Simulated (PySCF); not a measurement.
# Spin-rotation constants: SMILES C=CP(C)(C)=CC, C$_{6}$H$_{13}$P

Geometry:
| atom | x (Å) | y (Å) | z (Å) |
| --- | --- | --- | --- |
| C1 | 2.142 | 1.683 | -0.404 |
| C2 | 1.192 | 1.186 | 0.381 |
| P3 | 0.086 | -0.220 | -0.037 |
| C4 | -0.026 | -1.056 | 1.581 |
| C5 | 1.114 | -1.301 | -1.081 |
| C6 | -1.476 | -0.185 | -0.762 |
| C7 | -2.611 | 0.483 | -0.012 |
| H8 | 2.630 | 2.620 | -0.186 |
| H9 | 2.499 | 1.152 | -1.271 |
| H10 | 0.831 | 1.768 | 1.225 |
| H11 | 0.966 | -1.374 | 1.900 |
| H12 | -0.434 | -0.375 | 2.326 |
| H13 | -0.687 | -1.914 | 1.474 |
| H14 | 1.177 | -0.885 | -2.084 |
| H15 | 0.622 | -2.270 | -1.134 |
| H16 | 2.113 | -1.400 | -0.658 |
| H17 | -1.383 | 0.185 | -1.787 |
| H18 | -3.553 | 0.107 | -0.414 |
| H19 | -2.632 | 1.572 | -0.106 |
| H20 | -2.574 | 0.233 | 1.047 |

Level of theory: GIAO KT3/pcSseg-1 magnetisability, rotational g tensor and spin-rotation constants, non-relativistic, gas phase in PySCF 2.14.0. Geometry: GFN2-xTB.

(1) Give the nuclear spin-rotation constants along the inertial axes (H = +C I·J) beside the isotropic shieldings.

(2) How do the rotational constants and the g tensor change when H8, H9, H10, H11, H12, H13, H14, H15, H16, H17, H18, H19, H20 are replaced by deuterium?

## Answers

(1) Rotational constants 2.6826, 1.5237, 1.3922 GHz. A star marks the isotopologue with that one atom substituted, in its own axes.
```
atom  isotope  Caa (kHz)  Cbb (kHz)  Ccc (kHz)  mean (kHz)  σ (ppm)
  P3      31P      3.967      2.075      2.223       2.755    363.0
  H8       1H     -0.082     -0.007     -0.118      -0.069     26.2
  H9       1H     -0.238     -0.096      0.040      -0.098     26.4
 H10       1H     -0.245     -0.064      0.037      -0.091     25.4
 H11       1H     -0.093     -0.110     -0.133      -0.112     30.5
 H12       1H     -0.273     -0.091     -0.038      -0.134     29.8
 H13       1H     -0.101     -0.091     -0.144      -0.112     30.5
 H14       1H     -0.300     -0.137      0.015      -0.141     29.9
 H15       1H     -0.183     -0.034     -0.148      -0.122     30.3
 H16       1H     -0.062     -0.137     -0.126      -0.108     30.7
 H17       1H     -0.277     -0.152      0.027      -0.134     30.4
 H18       1H      0.023     -0.164     -0.102      -0.081     29.9
 H19       1H     -0.254      0.037     -0.132      -0.116     29.5
 H20       1H     -0.269     -0.157      0.028      -0.133     30.4
  C1     13C*      0.740      0.426      0.433       0.533     71.1
  C2     13C*      0.809      0.495      0.491       0.598     48.0
  C4     13C*      0.361      0.221      0.196       0.259    170.0
  C6     13C*      0.523      0.247      0.256       0.342    145.1
  C7     13C*      0.383      0.202      0.209       0.265    169.0
```
For the geometry as given, no vibrational averaging.

(2) Constants 2.0966, 1.2442, 1.1443 GHz; g -0.0066, -0.0079, -0.0106, against -0.0083, -0.0095, -0.0131 before.
